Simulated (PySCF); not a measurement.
C5H5F, SMILES C=C=CC(=C)F.

Geometry optimised at PBE0-D3(BJ)/def2-SVP. This is a generated structure with no PubChem entry under its InChIKey; it may be hypothetical. Other conformers were not sampled.

The numbers are results of PBE0-D3(BJ)/def2-SVP in PySCF, not measurements.

No scaling factor is applied to the harmonic values.

Computed vibrational spectrum:
```json
[
 {"mode": "1", "ν (cm⁻¹)": "104", "IR (km/mol)": "0.6", "moving atoms (share of kinetic energy)": "C 64 %, H 28 %"},
 {"mode": "2", "ν (cm⁻¹)": "138", "IR (km/mol)": "1.0", "moving atoms (share of kinetic energy)": "C 53 %, F 31 %, H 16 %"},
 {"mode": "3", "ν (cm⁻¹)": "341", "IR (km/mol)": "7.0", "moving atoms (share of kinetic energy)": "H 50 %, C 50 %"},
 {"mode": "4", "ν (cm⁻¹)": "371", "IR (km/mol)": "2.5", "moving atoms (share of kinetic energy)": "C 62 %, H 21 %, F 17 %"},
 {"mode": "5", "ν (cm⁻¹)": "431", "IR (km/mol)": "2.4", "moving atoms (share of kinetic energy)": "C 51 %, F 28 %, H 21 %"},
 {"mode": "6", "ν (cm⁻¹)": "438", "IR (km/mol)": "0.8", "moving atoms (share of kinetic energy)": "H 55 %, C 41 %"},
 {"mode": "7", "ν (cm⁻¹)": "650", "IR (km/mol)": "13.3", "moving atoms (share of kinetic energy)": "C 78 %, H 14 %, F 8 %"},
 {"mode": "8", "ν (cm⁻¹)": "704", "IR (km/mol)": "0.9", "moving atoms (share of kinetic energy)": "C 60 %, H 39 %"},
 {"mode": "9", "ν (cm⁻¹)": "731", "IR (km/mol)": "0.1", "moving atoms (share of kinetic energy)": "H 86 %, C 9 %"},
 {"mode": "10", "ν (cm⁻¹)": "856", "IR (km/mol)": "49.3", "moving atoms (share of kinetic energy)": "H 68 %, C 31 %"},
 {"mode": "11", "ν (cm⁻¹)": "878", "IR (km/mol)": "42.9", "moving atoms (share of kinetic energy)": "H 72 %, C 27 %"},
 {"mode": "12", "ν (cm⁻¹)": "892", "IR (km/mol)": "19.7", "moving atoms (share of kinetic energy)": "C 59 %, H 26 %, F 16 %"},
 {"mode": "13", "ν (cm⁻¹)": "897", "IR (km/mol)": "28.6", "moving atoms (share of kinetic energy)": "H 84 %, C 16 %"},
 {"mode": "14", "ν (cm⁻¹)": "962", "IR (km/mol)": "28.2", "moving atoms (share of kinetic energy)": "H 44 %, F 28 %, C 27 %"},
 {"mode": "15", "ν (cm⁻¹)": "980", "IR (km/mol)": "0.4", "moving atoms (share of kinetic energy)": "H 62 %, C 38 %"},
 {"mode": "16", "ν (cm⁻¹)": "1110", "IR (km/mol)": "4.2", "moving atoms (share of kinetic energy)": "H 61 %, C 39 %"},
 {"mode": "17", "ν (cm⁻¹)": "1294", "IR (km/mol)": "8.0", "moving atoms (share of kinetic energy)": "H 66 %, C 33 %"},
 {"mode": "18", "ν (cm⁻¹)": "1379", "IR (km/mol)": "62.3", "moving atoms (share of kinetic energy)": "C 63 %, H 28 %, F 9 %"},
 {"mode": "19", "ν (cm⁻¹)": "1389", "IR (km/mol)": "0.5", "moving atoms (share of kinetic energy)": "H 86 %, C 14 %"},
 {"mode": "20", "ν (cm⁻¹)": "1473", "IR (km/mol)": "26.1", "moving atoms (share of kinetic energy)": "C 61 %, H 38 %"},
 {"mode": "21", "ν (cm⁻¹)": "1746", "IR (km/mol)": "90.4", "moving atoms (share of kinetic energy)": "C 92 %"},
 {"mode": "22", "ν (cm⁻¹)": "2088", "IR (km/mol)": "76.6", "moving atoms (share of kinetic energy)": "C 98 %"},
 {"mode": "23", "ν (cm⁻¹)": "3144", "IR (km/mol)": "0.4", "moving atoms (share of kinetic energy)": "H 94 %"},
 {"mode": "24", "ν (cm⁻¹)": "3188", "IR (km/mol)": "0.1", "moving atoms (share of kinetic energy)": "H 92 %, C 8 %"},
 {"mode": "25", "ν (cm⁻¹)": "3203", "IR (km/mol)": "3.3", "moving atoms (share of kinetic energy)": "H 94 %"},
 {"mode": "26", "ν (cm⁻¹)": "3236", "IR (km/mol)": "0.4", "moving atoms (share of kinetic energy)": "H 89 %, C 11 %"},
 {"mode": "27", "ν (cm⁻¹)": "3315", "IR (km/mol)": "0.2", "moving atoms (share of kinetic energy)": "H 89 %, C 11 %"}
]
```
